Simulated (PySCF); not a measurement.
**SmCl3(H2O) at several levels of theory**

Computed with PySCF 2.14.0 (density fitting, no spin-orbit coupling) at the geometry relaxed with PBE0:

```xyz
7
SmCl3(H2O) (singlet in the valence; each metal's 4f electrons, 5 of them, lie in its core potential, out of spins and levels)
Sm   -0.0238   -0.0570    0.0570
Cl    1.0899    1.9188    1.2046
Cl   -1.7611   -1.3614    1.3614
Cl    1.0899   -1.2046   -1.9188
O    -1.3744    1.3714   -1.3714
H    -1.5904    2.2970   -1.1961
H    -1.5904    1.1961   -2.2970
```

| level | basis | state | HOMO (eV) | gap (eV) | charge on Sm1 (e) | population of f-type functions on Sm1 (polarisation alone where 4f lies in the core) | dipole about the centre of mass (D) | largest force component (eV/Å) |
| --- | --- | --- | --- | --- | --- | --- | --- | --- |
| PBE0 | Sm lcecp-1-SVP with ECP51, Cl def2-SVP, O def2-SVP, H def2-SVP | singlet | -8.40 | 6.93 | 0.90 | 0.06 | 5.73 | 0.01 |

In the lcecp rows the 4f levels are missing from HOMO and gap, and the state counts the valence alone.

Charges are Mulliken's, which hang on the basis. The relaxation used the grid (50, 194), these runs (75, 302) or, all-electron (x2c bases, spin-free X2C Hamiltonian), (99, 590).

A further run in the first row's basis gives HOMO (eV) -6.95, gap (eV) 4.84, charge on Sm1 (e) 0.76, population of f-type functions on Sm1 (polarisation alone where 4f lies in the core) 0.06, dipole about the centre of mass (D) 5.62, largest force component (eV/Å) 0.47. Which level was it?
A. BLYP
B. revPBE

B. The others give HOMO -6.73 eV (BLYP).

In the first row's basis the gap widens with exact exchange: 4.5 to 4.8 eV for BLYP, revPBE (none); 6.9 eV for PBE0 (a fixed share).

A frequency check found unstable modes (1, the lowest at -39 cm⁻¹), so the relaxed geometry is a saddle point, or these are noise. An lcecp potential fixes the number of 4f electrons, so in runs with it no electron can move into or out of that shell.
